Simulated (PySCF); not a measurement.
## Vibration and rotation of PSe

PBE0 constants of PSe, ²Π (doublet), unpaired electrons π ↑ (basis P pcseg-1, Se pcseg-1; no relativity; PySCF 2.14; masses 30.9738 and 79.9165 u):

- ωe: 589.8 cm⁻¹
- ωexe: 2.3 cm⁻¹
- Be: 0.18069 cm⁻¹
- αe: 0.000717 cm⁻¹
- De to P + Se: 3.68 eV

Question: What force constant and bond length do these constants imply?

Answer: Reduced mass μred = 22.322 u; k = 5.8918×10⁻⁷·μred·ωe² (u, cm⁻¹, mdyn/Å) = 4.58 mdyn/Å; Re = √(16.8576/(μred·Be)) (u, cm⁻¹, Å) = 2.044 Å.

Question: Estimate the centrifugal constant D from the Kratzer relation and find the Dunham coefficient a1.

Answer: D = 4Be³/ωe² = 6.78e-08 cm⁻¹; a1 = −1 − αeωe/(6Be²) = -3.16.

Spin–orbit coupling is left out. The state is the lowest determinant that a PBE0 search found; another state may lie lower at other levels.
